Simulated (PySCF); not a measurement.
Compound: C6H9OP.
Structure used (PBE0-D3(BJ)/def2-SVP), in Å, numbered top down from 1:
```xyz
17
C6H9OP angstrom
C     -1.764   -2.070    0.746
C     -0.811   -1.609   -0.065
P     -0.137    0.037    0.259
O     -0.762    0.715    1.442
C     -0.344    0.952   -1.286
C     -0.998    2.114   -1.249
C      1.647   -0.208    0.428
C      2.245    0.217    1.542
H     -2.214   -3.058    0.608
H     -2.114   -1.451    1.579
H     -0.431   -2.195   -0.910
H      0.067    0.546   -2.217
H     -1.157    2.718   -2.148
H     -1.393    2.485   -0.297
H      2.204   -0.697   -0.380
H      3.320    0.097    1.702
H      1.652    0.701    2.326
```

The closed-shell ground state was solved at several levels (PySCF, density fitting, gas phase, non-relativistic).

```csv
level,basis functions,total energy (Eh),HOMO (eV),LUMO (eV),gap (eV),dipole (D)
PBE0/aug-cc-pVDZ,269,-650.1115,-7.71,-0.99,6.72,3.50
PBE0/def2-SVP,161,-649.7429,-7.57,-0.78,6.79,3.26
PBE0/pcSseg-0,94,-648.9274,-7.47,-0.73,6.74,3.49
PBE0/cc-pVDZ,161,-650.0864,-7.46,-0.70,6.76,3.25
```

What might PBE0/def2-TZVP (308 basis functions) give for the same quantities?

Total energy -650.2231 Eh, HOMO -7.78 eV, LUMO -0.97 eV, gap 6.81 eV, dipole 3.43 D.

Over all these levels, which gives the widest orbital gap and which the narrowest?

PBE0/def2-TZVP has the widest, 6.81 eV, and PBE0/aug-cc-pVDZ the narrowest, 6.72 eV. From the narrowest to the widest the HOMO moves by -0.07 eV and the LUMO by +0.02 eV.

How much does the basis alone move the frontier levels among the 5 PBE0 rows (the withheld one included)?

The HOMO by 0.32 eV and the LUMO by 0.29 eV. By rising basis size (HOMO, LUMO in eV): pcSseg-0 -7.47, -0.73; def2-SVP -7.57, -0.78; cc-pVDZ -7.46, -0.70; aug-cc-pVDZ -7.71, -0.99; def2-TZVP -7.78, -0.97.

How far do the dipole and the HOMO energy spread over the levels?

The dipole runs from 3.25 to 3.50 D (mean 3.38 D) and the HOMO from -7.78 to -7.46 eV.

One conformer stands for the species.
